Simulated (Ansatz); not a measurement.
# Energy profile

The step: BNH₂F₂ ([NH2][B]([F])[F]) + HCl → BClF₂ ([F][B]([F])[Cl]) + NH₃ (still joined by a long B–N bond); bonds formed: B1–Cl6, N2–H5; bonds broken: H5–Cl6; bonds weakened to dative contacts: B1–N2 (atoms numbered as in the saddle structure below).

```
atom    x (Å)    y (Å)    z (Å)
  B1  -0.3846  -0.7313   0.0411
  N2  -0.2780   0.7671  -0.0238
  F3  -0.6452  -1.3774  -1.0722
  F4  -0.5802  -1.2829   1.2168
  H5   0.9583   0.6150  -0.0526
 Cl6   2.1445  -0.4504  -0.0423
  H7  -0.6312   1.1954  -0.8708
  H8  -0.5836   1.2646   0.8038
```

Electronic energies by CCSD(T) at an estimated basis limit (MP2 extrapolated from triple and quadruple zeta, plus CCSD(T) − MP2 in triple zeta), on PBE0-D4/def2-TZVP structures; BNH3ClF2, singlet; no counterpoise correction. Ansatz 0.2.0; basis: def2-TZVPP and def2-QZVPP; cores frozen in the correlated methods. Extrapolation: Hartree–Fock as exp(−7.88 √X), correlation as X^−2.97.

Question: Give the profile in kJ/mol, counted from the separated reactants. (Judge from chemistry; the value comes from the calculation.)

Answer: Computed:
| point | kJ/mol |
| --- | --- |
| separated: BNH2F2 (linked as [NH2][B]([F])[F]; B1, N2, F3, F4, H7, H8; singlet) + HCl (H5, Cl6; singlet) | 0.0 |
| start structure | -9.5 |
| saddle | 61.1 |
| end structure | -61.9 |
| separated: BClF2 (linked as [F][B]([F])[Cl]; B1, F3, F4, Cl6; singlet) + NH3 (N2, H5, H7, H8; singlet) | 38.1 |

The T1 diagnostic stays at or below 0.012.

Hydrogen chloride, the by-product of chloride precursors, can attack films and sites by steps of this kind.

For scale, one of the runs: CCSD(T)/def2-TZVPP, 208 basis functions, launched by `ansatz run in.yaml --threads 4 --pin off --events-out ev --progress --plain --max-ram 9574MiB`. The run took 100 s on 4 CPU threads of an Intel Xeon (shared host), with 3 GiB of host memory at its peak.
